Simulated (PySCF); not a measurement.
Computed IR spectrum (relative IR intensity) of a molecule H₈N₂Si₂. Geometry: PBE-D3(BJ)/def2-SVP. Other conformers were not sampled. Computed with PBE-D3(BJ)/def2-SVP (PySCF). Frequencies are harmonic and unscaled.

ν (cm⁻¹): 277 (w), 293 (m), 404 (m), 415 (vw), 451 (vs), 500 (s), 549 (w), 656 (m), 690 (w), 729 (m), 757 (m), 800 (vs), 830 (m), 880 (vs), 915 (w), 924 (m), 960 (s), 1480 (m), 1502 (w), 2066 (s), 2090 (vs), 2139 (s), 2157 (s), 3450 (w), 3457 (w), 3549 (w), 3565 (m) (against the strongest line: vs over 80 %, s over 45 %, m over 15 %, w over 4 %, vw less)

### Question
Which structure fits?
A) N[SiH](N)[SiH3]
B) N[SiH2][SiH2]N
C) N[SiH2]N[SiH3]

### Answer
B, N[SiH2][SiH2]N
